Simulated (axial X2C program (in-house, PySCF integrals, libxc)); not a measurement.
# Photoelectron levels of GaCl by EOM-IP-CCSD

Computed with an in-house all-electron X2C program for linear molecules (integrals from PySCF): two-component X2C with atomic mean-field Coulomb and Gaunt terms, Gaussian nuclei, basis Ga dyall-cv3z, Cl dyall-av3z with contracted cores.

R = 2.223 Å (near the PBE0 minimum at charge 0 of the determinant lowest at the starting distance; the state shown can have its own minimum elsewhere).

Hartree–Fock spinors of GaCl (one of each Kramers pair; a window near the gap, which can cut inner shells):

| ω | occupied | ε (eV) | character |
| --- | --- | --- | --- |
| 3/2 | yes | -32.18 | 100% Ga d |
| 1/2 | yes | -28.52 | 81% Cl s, 8% Ga d, 7% Ga p |
| 1/2 | yes | -14.77 | 64% Cl p, 29% Ga s, 3% Cl s |
| 1/2 | yes | -12.05 | 92% Cl p, 4% Ga d, 4% Ga p |
| 3/2 | yes | -11.96 | 92% Cl p, 4% Ga d, 4% Ga p |
| 1/2 | yes | -9.72 | 43% Ga s, 25% Cl p, 24% Ga p |
| 1/2 | no | 0.70 | 85% Ga p, 6% Cl p, 5% Cl d |
| 3/2 | no | 0.74 | 85% Ga p, 6% Cl p, 5% Cl d |
| 1/2 | no | 1.83 | 67% Ga p, 19% Cl p, 7% Ga d |
| 1/2 | no | 3.14 | 38% Cl p, 34% Cl s, 17% Ga s |
| 1/2 | no | 3.24 | 90% Cl p, 5% Ga p, 3% Cl d |
| 3/2 | no | 3.25 | 90% Cl p, 5% Ga p, 3% Cl d |

Vertical ionisation energies of GaCl to the states of GaCl⁺:

```tsv
Ω of GaCl⁺	vertical IE (eV)	above lowest (cm⁻¹)	ionised spinor	one-hole weight
1/2	9.995	0	35% Ga sσ, 32% Cl pσ, 25% Ga pσ	0.96
3/2	11.286	10416	91% Cl pπ	0.93
1/2	11.361	11018	91% Cl pπ	0.93
1/2	14.216	34049	55% Cl pσ, 38% Ga sσ	0.90
```

Problem. How far does the lowest EOM-IP-CCSD energy lie from the Koopmans value −ε of the highest filled spinor?

Solution. 9.995 eV against 9.72 eV, a shift of 0.27 eV: relaxation of the final state lowers the energy and the loss of correlation raises it.

Problem. Take the first Ω = 1/2 and Ω = 3/2 rows of π character: how far apart are they, and which lies lower?

Solution. E(3/2) − E(1/2) = 10416 − 11018 = -602 cm⁻¹ at EOM-IP-CCSD: inverted, Ω = 3/2 lower. Splittings at this level can be off by ten to twenty per cent.

This point took 20 s on 1 thread of Intel(R) Xeon(R) Processor @ 2.30GHz, with other jobs on the host.

Reference electrons by ω block (each with its −ω partner): 1/2: 17, 3/2: 6, 5/2: 1. 20 electrons of GaCl correlated (inner shells frozen), 92 natural virtual spinors (a truncated set); levels can be off by some tenths of an eV. Roots sought by Ω: (1/2: 4, 3/2: 3, 5/2: 1); the list ends where they run out and leaves out roots under 60 % one-particle weight. The solver can skip a root, and states that need a further excitation, which the method places far too high, are missing though they may lie low or lowest. T1 of the reference 0.013 (Lee–Taylor). Number of frozen shells: Ga 3 s, 2 p; Cl 2 s, 1 p.
